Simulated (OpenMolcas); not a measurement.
# Cr4+, Mo4+, W4+: d2 down the group

| Item | Value |
| --- | --- |
| Program | OpenMolcas 26.06 |
| Method | SS-CASPT2, IPEA 0.25 Eh, imaginary shift 0.1 Eh |
| Basis | ANO-R3 |
| Scalar Hamiltonian | X2C, finite nucleus |
| Spin-orbit coupling | RASSI with atomic mean-field integrals over the reference wave functions, term energies averaged over their components |

Active space for each ion: 2 electrons in 5 orbitals (d); closed shells correlated by CASPT2: Cr4+ 3s 3p; Mo4+ 4s 4p; W4+ 5s 5p.

Computed levels in cm-1 above 3F2:

```csv
Level,Cr4+,Mo4+,W4+
3F3,499,1495,6440
3F4,1136,3190,11760
1D2,13090,9920,13720
3P0,16260,11850,13330
3P1,16440,12470,17000
3P2,16820,13800,23110
1G4,22600,16730,22720
1S0,51780,37830,43760
weight of 3F in the lowest level (%),100,98,89
```

Mixed levels, with the weight of the term that names them: W4+ 1D2 (60 %), W4+ 3P2 (69 %).

Measured, with the error of the calculation in %. Measured levels: Cr4+ from Sugar and Corliss, J. Phys. Chem. Ref. Data 6, 317 (1977); Mo4+ from Sugar and Musgrove, J. Phys. Chem. Ref. Data 17, 155 (1988); W4+ from the list in J. Phys. B 45, 065001 (2012).

```csv
Level,Cr4+,Mo4+,W4+
3F3,508 (-1.7),1578 (-5.3),
3F4,1142 (-0.5),3357 (-5.0),11519 (+2.1)
1D2,13188 (-0.7),10190 (-2.7),13742 (-0.2)
3P0,15492 (+5.0),11161 (+6.2),12839 (+3.8)
3P1,15677 (+4.9),11807 (+5.6),16331 (+4.1)
3P2,16041 (+4.8),13408 (+2.9),22615 (+2.2)
1G4,22019 (+2.6),16354 (+2.3),22346 (+1.7)
1S0,51146 (+1.2),37738 (+0.2),43110 (+1.5)
```

The fine-structure level 3F4 changes by a factor of 10.4 from Cr4+ to W4+.

Without spin-orbit coupling 1D lies 12470, 8260, 6950 cm-1 above 3F in that order; the difference to the level 1D2, of either sign, comes from spin-orbit coupling, which also lowers the zero.

CASPT2 breaks the degeneracy within a term, and the mean is taken; among the terms shown or strongly mixed into the levels shown the widest spread is 830 cm-1 (3d2 3F, Cr4+). Measured partners are found by configuration, term and J. A level has none where our copy of the source lacks it or the pairing is in doubt (some pairs that miss far off the trend of their configuration count as doubtful), and it then counts in no deviation. Levels of configurations outside the active space are missing.
